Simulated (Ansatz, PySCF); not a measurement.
System: bromo(trimethyl)silane, C₃H₉BrSi, charge 0, multiplicity 1. 
Coordinates optimised at B3LYP-D3(BJ)/def2-TZVP (Ansatz, a first-principles code):
```xyz
14

Si    -0.0196     0.0954    -0.8263
C      1.6956    -0.2681    -1.4672
C     -1.2730    -1.1157    -1.4948
C     -0.5205     1.8607    -1.1690
Br     0.0337    -0.1643     1.4232
H      2.4279     0.4157    -1.0355
H      1.9974    -1.2874    -1.2219
H      1.7233    -0.1560    -2.5546
H     -0.9952    -2.1419    -1.2497
H     -1.3369    -1.0299    -2.5830
H     -2.2632    -0.9238    -1.0791
H     -0.5612     2.0385    -2.2472
H      0.1939     2.5617    -0.7349
H     -1.5046     2.0767    -0.7506
```

Dipole moments at this geometry, in debye (magnitudes).

```json
[
 {"level": "PBE/def2-TZVPD", "program": "Ansatz", "dipole (D)": "2.44"},
 {"level": "revPBE/def2-TZVPD", "program": "Ansatz", "dipole (D)": "2.43"},
 {"level": "r2SCAN/def2-TZVPD", "program": "PySCF", "dipole (D)": "2.51"},
 {"level": "B3LYP/def2-TZVPD", "program": "Ansatz", "dipole (D)": "2.49"},
 {"level": "PBE0/def2-TZVPD", "program": "Ansatz", "dipole (D)": "2.52"},
 {"level": "TPSSh/def2-TZVPD", "program": "PySCF", "dipole (D)": "2.47"},
 {"level": "r2SCAN0/def2-TZVPD", "program": "Ansatz", "dipole (D)": "2.55"},
 {"level": "M06-2X/def2-TZVPD", "program": "PySCF", "dipole (D)": "2.55"},
 {"level": "CCSD(T)/def2-SVPD", "program": "Ansatz", "dipole (D)": "2.45"}
]
```
